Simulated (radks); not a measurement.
Problem. The lutetium ion Lu8+, configuration [Kr] 4d10 4f13 5s2 5p2. All-electron calculation, scalar-relativistic Kohn-Sham, PBE, spin-unpolarised, spherical densities, point nucleus. Program: a radial shooting solver on a logarithmic mesh with Libxc functionals. Some entries of the table are withheld. Estimate them.

orbital,occ.,eigenvalue (eV),r(max) (bohr)
1s,2,-63376.32,0.01213
2s,2,(1),0.06929
2p,6,-9598.626,(2)
3s,2,-2566.532,0.1957
3p,6,-2177.815,(3)
3d,10,(4),0.1574
4s,2,-611.7765,0.4460
4p,6,-484.1467,0.4670
4d,10,-317.5984,0.4805
5s,2,-176.5537,1.010
5p,2,(5),1.122
4f,13,-133.1128,0.4644
5d,0,-98.6240,1.348
6s,0,-81.2902,(6)

Solution. 
(1) 2s eigenvalue (eV): -10894.11
(2) 2p r(max) (bohr): 0.05660
(3) 3p r(max) (bohr): 0.1931
(4) 3d eigenvalue (eV): -1711.558
(5) 5p eigenvalue (eV): -142.2803
(6) 6s r(max) (bohr): 2.094
